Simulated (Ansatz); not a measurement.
Cost and result for the atomization energy of BGeH$_{5}$O, SMILES `[BH2][GeH2][OH]` (8 atoms, 7 bonds).

```xyz
8

B    -0.480    1.480   -0.018
Ge   -0.172   -0.546    0.041
O     1.586   -0.847   -0.121
H     0.428    2.243   -0.137
H    -1.591    1.908    0.070
H    -0.910   -1.284   -1.103
H    -0.663   -1.173    1.369
H     1.802   -1.781   -0.102
```

The species carries charge 0 and has multiplicity 1. Correlated methods include outer-core shells of Ge, which these sets cover unevenly. Scalar relativity is left out up to krypton. The structure was optimised at the PBE0-D4/def2-TZVP level. It is one conformer, not always the lowest. Program: Ansatz. All runs use 2 threads of an Arm Neoverse V1 on a shared host. Times are those of one run each, without the atoms' runs, and a repeat can differ threefold. Electronic energies, without spin–orbit coupling; frozen cores. CCSD(T)/CBS adds CCSD(T) − MP2 in def2-TZVPP to the MP2 limit, and its time is that of the two runs behind it. T1 = 0.012. With those shells the extrapolation isn't a true limit. HSE06 is the plane-wave form, built on full-range PBE exchange.

CCSD(T)/CBS is a level of theory with its own doubt, some kJ/mol a heavy atom from the limit and from the frozen cores, so smaller differences don't rank the functionals.

```
                             level  functions  wall time
            LDA (SPW92)/def2-TZVPP        180      1.1 s
              revPBE-D4/def2-TZVPP        180      1.9 s
                BLYP-D4/def2-TZVPP        180      1.9 s
               HSE06-D4/def2-TZVPP        180      2.9 s
                  CCSD(T)/def2-SVP         85      3.7 s
                 B2PLYP/def2-TZVPP        180      4.6 s
r2SCAN-D4/def2-TZVPP (with forces)        180      4.8 s
             r2SCANh-D4/def2-TZVPP        180        5 s
                ωB97X-V/def2-TZVPP        180      7.5 s
  ωB97M-V/def2-TZVPP (with forces)        180       11 s
                    MP2/def2-QZVPP        353       19 s
                CCSD(T)/def2-TZVPP        180       63 s
                 CCSD(T)/CBS(def2)          –       82 s
```

Question: What atomization energy does each give, and how far from CCSD(T)/CBS? (Estimate.)

Answer: The calculation gave: 
```
                             level  atomization (kcal/mol)  difference from CCSD(T)/CBS  per bond
            LDA (SPW92)/def2-TZVPP                   662.7                         75.3      10.8
              revPBE-D4/def2-TZVPP                   573.0                        -14.4      -2.1
                BLYP-D4/def2-TZVPP                   580.9                         -6.5      -0.9
               HSE06-D4/def2-TZVPP                   579.2                         -8.2      -1.2
                  CCSD(T)/def2-SVP                   548.2                        -39.2      -5.6
                 B2PLYP/def2-TZVPP                   579.6                         -7.8      -1.1
r2SCAN-D4/def2-TZVPP (with forces)                   587.5                          0.1       0.0
             r2SCANh-D4/def2-TZVPP                   583.9                         -3.5      -0.5
                ωB97X-V/def2-TZVPP                   588.7                          1.3       0.2
  ωB97M-V/def2-TZVPP (with forces)                   584.4                         -3.0      -0.4
                    MP2/def2-QZVPP                   585.9                         -1.5      -0.2
                CCSD(T)/def2-TZVPP                   575.0                        -12.4      -1.8
                 CCSD(T)/CBS(def2)                   587.4                          0.0       0.0
```

From r2SCAN to r2SCAN0 (25 % exact exchange), in def2-TZVPP and without D4, the atomization energy moves by −8.9 kcal/mol: exact exchange takes away binding that semilocal exchange gives to molecules. The D4 term adds +4.3 kcal/mol with B3LYP and +2.2 kcal/mol with PBE0; it sums over pairs of atoms, weighted by their polarisabilities, and B3LYP, whose exchange is more repulsive, gets the larger term. In def2-TZVPP, CCSD(T) changes the Hartree–Fock value by +144.8 kcal/mol (the triples alone add +6.7 kcal/mol) and MP2 by +148.4 kcal/mol; breaking electron pairs costs correlation energy, which Hartree–Fock lacks.

B3LYP here is the variant with VWN-RPA as its local correlation; programs differ in this.
